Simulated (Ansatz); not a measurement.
Cost and result for the atomization energy of C3H10B2, SMILES `BCC(B)C` (15 atoms, 14 bonds).

Z-matrix (Å, degrees):
```
C
C 1 1.583
B 1 1.973 2 49.8
B 1 1.540 2 78.3 3 131.5
H 1 1.083 2 109.7 3 -107.2
H 1 1.109 2 114.2 3 18.9
C 2 1.508 1 113.6 3 122.3
H 2 1.118 1 110.2 3 -110.5
H 3 1.195 1 109.6 2 -111.4
H 3 1.196 1 108.4 2 114.1
H 4 1.196 1 118.9 2 -94.5
H 4 1.194 1 119.8 2 89.7
H 7 1.092 2 110.1 1 -64.0
H 7 1.092 2 110.3 1 177.3
H 7 1.093 2 112.1 1 57.0
```

Total charge 0; spin multiplicity 1. All single points use the PBE0-D4/def2-TZVP geometry. It is one conformer, not always the lowest. Program: Ansatz. All runs use 4 threads of an Intel Xeon Platinum 8488C on a shared host. Times are those of one run each, without the atoms' runs, and a repeat can differ threefold. Electronic energies, without spin–orbit coupling; frozen cores. CCSD(T)/CBS adds CCSD(T) − MP2 in def2-TZVPP to the MP2 limit, and its time is that of the two runs behind it. T1 = 0.011. B3LYP takes the VWN-RPA correlation (the form of Gaussian; ORCA's B3LYP/G).

CCSD(T)/CBS is a level of theory with its own doubt, some kJ/mol a heavy atom from the limit and from the frozen cores, so smaller differences don't rank the functionals.

| level | functions | wall time | atomization (kcal/mol) | difference from CCSD(T)/CBS | per bond |
| --- | --- | --- | --- | --- | --- |
| PBE-D4/def2-TZVPP (with forces) | 295 | 2.3 s | 1373.1 | 27.4 | 2.0 |
| PBE0-D4/def2-TZVPP | 295 | 2.3 s | 1362.2 | 16.5 | 1.2 |
| r2SCAN-D4/def2-TZVPP (with forces) | 295 | 3.5 s | 1359.4 | 13.7 | 1.0 |
| B3LYP-D4/def2-TZVPP (with forces) | 295 | 3.9 s | 1353.3 | 7.6 | 0.5 |
| B2PLYP/def2-TZVPP | 295 | 4.9 s | 1339.1 | -6.6 | -0.5 |
| ωB97X-V/def2-TZVPP | 295 | 6 s | 1352.2 | 6.5 | 0.5 |
| ωB97M-V/def2-TZVPP (with forces) | 295 | 8 s | 1356.9 | 11.2 | 0.8 |
| MP2/def2-QZVPP | 585 | 24 s | 1349.9 | 4.2 | 0.3 |
| CCSD(T)/def2-TZVPP | 295 | 5.7 min | 1320.1 | -25.6 | -1.8 |
| CCSD(T)/CBS(def2) | – | 6.1 min | 1345.7 | 0.0 | 0.0 |

From PBE to PBE0 (25 % exact exchange), in def2-TZVPP and without D4, the atomization energy moves by −9.8 kcal/mol: exact exchange takes away binding that semilocal exchange gives to molecules. In def2-TZVPP, CCSD(T) changes the Hartree–Fock value by +280.6 kcal/mol (the triples alone add +15.4 kcal/mol) and MP2 by +295.4 kcal/mol; breaking electron pairs costs correlation energy, which Hartree–Fock lacks. The D4 term adds +11.1 kcal/mol with B3LYP and +5.8 kcal/mol with PBE0; it sums over pairs of atoms, weighted by their polarisabilities, and B3LYP, whose exchange is more repulsive, gets the larger term.
